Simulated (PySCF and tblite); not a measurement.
Values are calculated unless marked as measured or tabulated.
C5H5NOSe, numbered as in [N:1]#[C:2][C@H:3]1[CH:4]=[CH:5][O:6][CH2:7][Se:8]1.

Conformers came from 60 starts (ETKDG and KDG, UFF, GFN2-xTB); geometries are GFN2-xTB. Energies: PBE0-D3(BJ)/def2-SVP (IEF-PCM, tetrahydrofuran), with GFN2-xTB thermal terms (modes under about 100 cm⁻¹ blended into free rotors). Symmetry numbers and mirror images are counted. Conformers within 3 kcal/mol (GFN2-xTB free energy) were kept, 10 at most. Run with PySCF (density fitting) and tblite.

Rotational constants are equilibrium values for the commonest isotopes; dipoles come from the energy level named and are polarised by its solvent model.

The 6-ring runs over atoms 3–4–5–6–7–8.

| conformer | shape | symmetry | weight % |
| --- | --- | --- | --- |
| 1 | 6-ring envelope (ring torsions 1, -12, 51, -63, 49, -29°) | C1 | 89.8 |
| 2 | 6-ring envelope (ring torsions 1, 11, -51, 64, -48, 28°) | C1 | 10.2 |

Sets of constants, in random order:

```json
{"set": "P", "A (MHz)": "1720", "B (MHz)": "1580", "C (MHz)": "1091", "abs μa (D)": "2.05", "abs μb (D)": "1.78", "abs μc (D)": "2.15"}
{"set": "Q", "A (MHz)": "2184", "B (MHz)": "1345", "C (MHz)": "878", "abs μa (D)": "4.65", "abs μb (D)": "1.05", "abs μc (D)": "2.43"}
```

Question: Match each set to its conformer.

Answer: P is conformer 1, Q is conformer 2.
